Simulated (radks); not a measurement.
The numbers below are computed, except where a source is named.
Species: C3+. Configuration: [He] 2s1 (the NIST ground configuration). Level of theory: scalar-relativistic Kohn-Sham, PBE, spin-polarised, spherical densities, finite nucleus; open shells are filled with parallel spins first; Fermi nuclear charge, rms radius 2.4702 fm (a radial shooting solver on a logarithmic mesh with Libxc functionals).

Unscreened Slater integrals over Kohn-Sham orbitals (hartree). They are taken over the spin-up orbitals.

\begin{tabular}{lr}
integral & value \\ \hline
F0(2s,2s) & 0.71013 \\
F0(2s,1s) & 0.99183 \\
G0(2s,1s) & 0.086602 \\
F0(1s,1s) & 3.5029 \\
\end{tabular}
